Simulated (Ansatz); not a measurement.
`C=C[SiH2]C(=O)S` + `C[SeH]` → `O=C(S)C[SeH]` + `C=C[SiH3]`  (formal exchange of groups at a C–Si bond)

Computed with Ansatz on PBE0-D4/def2-TZVP structures; ΔE is electronic, products minus reactants. CCSD(T)/CBS adds triple-zeta CCSD(T) − MP2 to the extrapolated MP2 energy (def2 sets, frozen cores). Functionals use def2-TZVPP. B3LYP here is the variant with VWN-RPA as its local correlation; programs differ in this. For Se outer-core shells are correlated without core-valence functions, which leaves a few kJ/mol of doubt a bond. Scalar relativity is left out up to krypton. One conformer a species, not always the lowest.

`C=C[SiH2]C(=O)S`:

```xyz
12

C    -2.220   -0.405   -0.770
C    -1.025   -0.903   -0.466
Si    0.546    0.037   -0.736
C     1.435    0.210    0.967
O     1.691   -0.756    1.635
S     1.833    1.879    1.466
H    -2.337    0.584   -1.203
H    -3.137   -0.963   -0.599
H    -0.966   -1.898   -0.028
H     0.258    1.383   -1.295
H     1.508   -0.695   -1.599
H     2.413    1.526    2.628
```

`C[SeH]`:

Z-matrix (Å, degrees):
```
C
Se 1 1.949
H 1 1.088 2 110.6
H 1 1.087 2 110.6 3 -123.3
H 1 1.089 2 106.0 3 118.4
H 2 1.468 1 95.4 3 61.7
```

`O=C(S)C[SeH]`:

Cartesian coordinates in Å:
```
O -1.833 0.214 -1.155
C -0.911 -0.213 -0.523
S -1.168 -1.603 0.571
C 0.476 0.368 -0.586
Se 0.751 1.699 0.822
H 0.100 -1.725 0.996
H 1.257 -0.388 -0.529
H 0.566 0.925 -1.518
H 0.762 0.724 1.921
```

`C=C[SiH3]`:

Cartesian coordinates in Å:
```
C -1.154 -0.781 0.665
C 0.134 -0.479 0.535
Si 0.768 0.759 -0.700
H -1.916 -0.314 0.047
H -1.508 -1.508 1.392
H 0.848 -0.983 1.185
H 1.479 1.873 -0.015
H -0.382 1.308 -1.467
H 1.730 0.124 -1.641
```

```tsv
level	ΔE (kJ/mol)	difference from CCSD(T)/CBS
PBE-D4	19.2	5.8
r2SCAN-D4	17.9	4.5
PBE0-D4	15.0	1.6
B3LYP-D4	17.2	3.8
ωB97M-V	14.7	1.3
PBE	21.2	7.8
HF/def2-TZVPP	11.4	-2.0
SCS-MP2/def2-TZVPP	11.1	-2.3
CCSD/def2-TZVPP	11.9	-1.5
CCSD(T)/def2-TZVPP	12.7	-0.7
HF/def2-QZVPP	11.3	-2.1
MP2/def2-QZVPP	11.1	-2.3
SCS-MP2/def2-QZVPP	11.7	-1.7
HF/CBS(def2)	11.2	-2.2
MP2/CBS(def2)	11.4	-2.0
CCSD/CBS(def2)	12.5	-0.9
CCSD(T)/CBS	13.4	0
```

Largest T1 diagnostic among the species: 0.016.

The D4 term adds −3.4 kJ/mol with B3LYP and −1.6 kJ/mol with PBE0; it sums over pairs of atoms, weighted by their polarisabilities, and B3LYP, whose exchange is more repulsive, gets the larger term. From PBE to PBE0 (25 % exact exchange), in def2-TZVPP and without D4, ΔE moves by −4.6 kJ/mol.
